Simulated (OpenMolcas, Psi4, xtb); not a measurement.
## CH2FNOSn (SMILES O=C=[N][SnH2][F]): the HOMO–LUMO gap, rung by rung

The species is CH2FNOSn (7 atoms), meant as a singlet with charge 0. As SMILES, `O=C=[N][SnH2][F]`. Geometry: relaxed at PBE0-D4/def2-TZVP. This is one conformer, not always the lowest.

Each level gives the HOMO–LUMO gap (eV). The values are calculated.

| level | kind | program | value (eV) |
| --- | --- | --- | --- |
| GFN1-xTB | semi-empirical | xtb | 5.20 |
| HF/def2-SVP (core potential) | Hartree–Fock | OpenMolcas | 14.47 |
| SVWN5/def2-SVP (core potential) | LDA | OpenMolcas | 5.28 |
| BLYP/def2-SVP (core potential) | GGA | OpenMolcas | 5.22 |
| PBE/def2-SVP (core potential) | GGA | OpenMolcas | 5.35 |
| TPSS/def2-SVP (core potential) | meta-GGA | OpenMolcas | 5.57 |
| BHLYP/def2-SVP (core potential) | global hybrid | OpenMolcas | 9.98 |
| CAM-B3LYP/def2-SVP (density fitting, core potential) | range-separated hybrid | Psi4 | 10.09 |
| B2PLYP/def2-SVP (core potential) | double hybrid | OpenMolcas | 10.25 |

The values span 5.20 to 14.47 eV. Orbital gaps aren't excitation energies, and those of double hybrids come from the SCF part alone; they tend to grow with the share of exact exchange.
